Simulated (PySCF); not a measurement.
Nonlinear optical response: `CC/C=C(\C=O)O[SiH3]`, C₅H₁₀O₂Si

Cartesian coordinates in Å; atom numbers follow the order of the lines, from 1:
```xyz
18

C    -2.650    0.464   -0.727
C    -1.984   -0.013    0.568
C    -0.623    0.581    0.703
C     0.558    0.002    0.413
C     0.713   -1.362   -0.083
O     1.796   -1.819   -0.367
O     1.697    0.688    0.562
Si    3.244    0.222    0.238
H    -2.065    0.150   -1.588
H    -2.725    1.548   -0.740
H    -3.650    0.045   -0.812
H    -2.592    0.312    1.416
H    -1.949   -1.101    0.576
H    -0.592    1.613    1.027
H    -0.204   -1.956   -0.198
H     3.472    0.004   -1.185
H     3.840    1.490    0.663
H     3.705   -0.862    1.098
```

Computed, not measured: quadratic response wB97X-D/def2-SVPD first hyperpolarisability, Taylor convention, gas phase in PySCF 2.14.0. Geometry: GFN2-xTB.

(1) What is the first hyperpolarisability, and how does it disperse?

(2) Which lowest excitations, dipole and polarisabilities go with it?

## Answers

(1) In 10⁻³⁰ esu, Taylor convention; the vector part is βᵢ = ⅓ Σⱼ (βᵢⱼⱼ + βⱼᵢⱼ + βⱼⱼᵢ); β∥ is 3/5 of the vector part along the dipole, the dipole points from − to +:
| process | λ (nm) | β vector norm | β∥ | β HRS | depolarisation ratio |
| --- | --- | --- | --- | --- | --- |
| static β(0;0,0) | ∞ | 0.97 | 0.22 | 0.62 | 2.31 |
| second harmonic β(−2ω;ω,ω) | 1064 | 1.50 | 0.25 | 0.92 | 2.48 |
| Pockels β(−ω;ω,0) | 1064 | 1.11 | 0.23 | – | – |
| second harmonic β(−2ω;ω,ω) | 800 | 2.28 | 0.29 | 1.36 | 2.48 |
| Pockels β(−ω;ω,0) | 800 | 1.24 | 0.24 | – | – |

(2) S1 4.06 eV (f = 0.000); S2 4.60 eV (f = 0.261); S3 6.48 eV (f = 0.000); dipole 3.60 D; isotropic α 97.4 au static, 98.7 au at 1064 nm, 99.8 au at 800 nm, 103.5 au at 532 nm, 110.5 au at 400 nm.
